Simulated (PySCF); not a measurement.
Gas-phase reaction: ZnH2 + F2 → Zn + 2 HF

Energies from PySCF, thermal terms from the rigid-rotor harmonic-oscillator model, ideal gas at 1 bar. † marks an energy on the PBE0/def2-TZVP geometry and frequencies. CCSD(T) freezes the core. All species are closed-shell singlets. B3LYP is the form with VWN-RPA correlation. Zn: all electrons, no relativistic terms. ZnH2: computed as isolated molecules; such fragments, hydroxides, amides, oligomers or adducts are transient or little studied in the gas. CCSD(T) isn't extrapolated to the basis-set limit; its ΔH°(298 K) is -527.8 kJ in def2-SVP and -556.9 kJ in def2-TZVPP. The harmonic model lacks anharmonicity and excited electronic states, which grow with temperature; levels with a mode under 35 cm⁻¹ are left out.

ΔH° and ΔS° at 298 K: B3LYP/def2-TZVP† -546 kJ, 105 J/K; CCSD(T)/def2-SVP† -528 kJ, 105 J/K; M06-2X/def2-TZVP† -575 kJ, 105 J/K.

### Question
With the heat capacities included, give log10 K (1 bar) at 800, 1000, 1200, 2000, 2500 K from B3LYP/def2-TZVP†, CCSD(T)/def2-SVP†, M06-2X/def2-TZVP†.

### Answer
```tsv
T (K)	B3LYP/def2-TZVP†	CCSD(T)/def2-SVP†	M06-2X/def2-TZVP†
800	41.3	40.1	43.2
1000	34.1	33.2	35.7
1200	29.4	28.6	30.6
2000	19.7	19.3	20.5
2500	16.8	16.4	17.4
```
